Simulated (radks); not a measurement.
Question: W4+, configuration [Xe] 4f14 5d2. Method: scalar-relativistic Kohn-Sham, BLYP, spin-polarised, spherical densities, finite nucleus; open shells are filled with parallel spins first (spin-orbit coupling, left out, can overturn this in heavy ions); Fermi nuclear charge, rms radius 5.3658 fm; computed with a radial shooting solver on a logarithmic mesh with Libxc functionals. Some entries of the table are withheld. Estimate them.

orbital  occ.  eigenvalue (hartree)  <r> (bohr)  r(max) (bohr)
1s down     1             -2554.847     0.01835        0.01146
1s up       1             -2554.847     0.01835        0.01146
2s up       1             -442.3224     0.07757        0.06568
2s down     1             -442.3181     0.07757        0.06568
2p up       3             -387.1438     0.06943        0.05388
2p down     3             -387.1404     0.06943        0.05388
3s up       1             -103.0889      0.2011         0.1853
3s down     1             -103.0878      0.2011         0.1853
3p up       3             -86.74206      0.2013         0.1834
3p down     3             -86.74070      0.2013         0.1834
3d up       5             -67.91047      0.1824         0.1493
3d down     5             -67.90769      0.1824         0.1493
4s up       1             -22.52367      0.4496         0.4206
4s down     1             -22.51980      0.4496         0.4206
4p up       3             -17.15967      0.4780         0.4411
4p down     3             -17.15605      0.4780         0.4411
4d up       5             -10.35458      0.5114         0.4521
4d down     5             -10.35025      0.5113         0.4521
5s up       1              -4.49773       1.061         0.9613
5s down     1              -4.45918       1.057         0.9587
5p up       3              -3.16178       1.225          1.086
5p down     3              -3.11225       1.221          1.082
4f up       7                   (1)         (2)            (3)
4f down     7                   (4)         (5)            (6)
5d up       2              -1.62254       1.666          1.404
5d down     0              -1.56611       1.679          1.399

Answer: 
(1) 4f up eigenvalue (hartree): -2.81396
(2) 4f up <r> (bohr): 0.6061
(3) 4f up r(max) (bohr): 0.4284
(4) 4f down eigenvalue (hartree): -2.80477
(5) 4f down <r> (bohr): 0.6034
(6) 4f down r(max) (bohr): 0.4283
